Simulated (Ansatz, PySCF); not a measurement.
CBr₂, SMILES Br[C]Br (connectivity only; charge and spin as stated), neutral, multiplicity 1. Atoms are numbered in the order given.

```xyz
3

C      0.0000     0.0000     0.9975
Br     0.0000    -1.5598    -0.0855
Br     0.0000     1.5598    -0.0855
```

Geometry: B3LYP-D3(BJ)/def2-TZVP.

Vertical ionisation energy (IE) and electron affinity (EA) in eV. Rows of orbital energies are one-electron estimates. Where ΔSCF, EOM or ADC give a negative EA the extra electron is unbound and the value depends on the basis.

```csv
level,IE,EA
"−ε(HOMO), −ε(LUMO), ωB97X/def2-TZVPD (PySCF)",9.74,1.43
"−ε(HOMO), −ε(LUMO), PBE/def2-TZVPD (PySCF)",6.18,4.55
ADC(2)/aug-cc-pVDZ (PySCF),9.10,2.45
"ΔSCF, PBE0/def2-SVPD (Ansatz), final states of multiplicity 2 and 2",9.58,1.87
"ΔSCF, PBE/def2-SVPD (Ansatz), final states of multiplicity 2 and 2",9.35,1.62
```

Problem. What vertical singlet–triplet gap does ΔSCF give with PBE0/def2-SVPD (Ansatz, a first-principles code) and with PBE/def2-SVPD (Ansatz)? (Estimate from the structure and the level; the computed values follow.)

Solution. 0.69 and 0.93 eV (triplet above singlet where positive).

Problem. Beyond the first one, list the lowest photoelectron lines from ADC(2)/aug-cc-pVDZ (PySCF) with their pole strengths (two spins summed). (Estimate from the structure and the level; the computed values follow.)

Solution. 10.45 eV (1.81), 11.03 eV (1.81), 12.65 eV (1.73), 12.70 eV (1.79), 14.17 eV (1.76).
